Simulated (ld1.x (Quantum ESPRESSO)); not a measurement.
# Pseudopotential generation for I (Z = 53): TM, LDA (PZ), scalar-relativistic.

ld1.x (Quantum ESPRESSO) 7.5 input, shortened:

```
&input
   title='I', zed=53., rel=1, dft='PZ', iswitch=3,
   config='[Kr] 4d10 5s2 5p5'
 /
 &inputp
   pseudotype=2, tm=.true., lloc=-1, rcloc=0.90,
   nlcc=.true., rcore=0.60
 /
3
5S  1  0   2.00   0.00  1.50  1.50  0.0
5P  2  1   5.00   0.00  1.80  1.80  0.0
4D  3  2  10.00   0.00  0.80  0.80  0.0
 &test
   configts(1)='4d10 5s2 5p5'
 /
```

What the tests gave:

| Quantity | Value |
| --- | --- |
| Cutoffs needed | 230 Ry and over 300 Ry (the cutoffs (Ry, on a coarse ladder) from which the occupation-weighted sum of valence levels, in a spherical-Bessel basis at the reference potential, stays within 10 and 1 mRy of its value at 400 Ry) |
| Ghost test | ghost states, extra bound levels that the all-electron valence spectrum of the same l lacks: s at -405.1 eV, p at -187.9 eV; a true bound ghost makes a file unfit for plane-wave use (spherical-Bessel basis up to 400 Ry, 20 bohr box) |
| Largest excitation error | -229 meV (all-electron minus pseudo) for 4d9 5s2 5p6, out of 7 test configurations |

Generation and tests took about 2.5 s on one core of a shared server CPU.
